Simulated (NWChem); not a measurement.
Species: Si$_{2}$H$_{5}$O$_{2}$F; SMILES O[Si](O)(F)[SiH3]

```xyz
10

O     -1.5521    -0.8440    -0.4415
Si    -0.0213    -0.4065    -0.0220
O      0.3218    -1.1345     1.4289
F      1.0617    -0.9724    -1.0866
Si     0.0831     1.9222     0.0029
H     -1.8117    -1.7478    -0.2058
H      1.2543    -1.3202     1.6096
H      1.4604     2.3543     0.3708
H     -0.2500     2.4888    -1.3313
H     -0.8648     2.4613     1.0142
```
Atoms are numbered in this order, from 1.

Results from NWChem. Pople sets run with spherical d functions. Coordinates come from a B3LYP/6-31G* (spherical d) optimisation. Level: M06-2X/6-31G* with SMD (1 M gas to 1 M solution), gas-phase geometry. Reactions with the solvent are ignored.

```
solvent          dielectric constant  solvation free energy (kcal/mol)  cavity-dispersion-structure term (kcal/mol)  dipole in solution (D)
---------------  -------------------  --------------------------------  -------------------------------------------  ----------------------
water                           78.4                              -7.6                                          3.7                    1.98
acetonitrile                    35.7                              -6.5                                         -0.1                    1.88
tetrahydrofuran                 7.43                              -5.5                                         -0.9                    1.80
1-octanol                       9.86                              -8.5                                          1.2                    1.94
2-propanol                      19.3                              -9.4                                          0.5                    1.96
1,4-dioxane                     2.21                              -3.6                                         -0.8                    1.70
```
